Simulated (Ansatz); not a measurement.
System: CsCl, charge 1, doublet. CsCl+ (parent SMILES [Cl][Cs], doublet).
B3LYP-D3(BJ)/def2-TZVP minimum from Ansatz (an electronic-structure program):
```
Cs
Cl 1 4.1780
```
Charge +1, spin multiplicity 2.

Total energies in def2-QZVPP, 7 correlated electrons, 9 frozen orbitals. Open shells are spin-unrestricted; no spin-orbit coupling. Correlated methods leave the cores frozen (noble-gas shells, and filled d and f shells in the p block). Past Kr the def2 sets carry scalar-relativistic core potentials. The spin of ClCs+ (parent SMILES [Cl][Cs], doublet) was assumed, and the state is the lowest solution found for it.

```json
[
 {"method": "HF", "program": "Ansatz", "energy (Eh)": "-479.21968", "minus CCSDT(Q) (mEh)": "206.64"},
 {"method": "MP2", "program": "Ansatz", "energy (Eh)": "-479.39561", "minus CCSDT(Q) (mEh)": "30.71"},
 {"method": "CCSD", "program": "Ansatz", "energy (Eh)": "-479.41802", "minus CCSDT(Q) (mEh)": "8.30"},
 {"method": "CCSD(T)", "program": "Ansatz", "energy (Eh)": "-479.42534", "minus CCSDT(Q) (mEh)": "0.98"},
 {"method": "CCSDT(Q)", "program": "Ansatz", "energy (Eh)": "-479.42632", "minus CCSDT(Q) (mEh)": "0.00"}
]
```

Rough core times of Ansatz's runs on a shared machine: CCSD(T) 70 s, CCSDT(Q) 20 min.
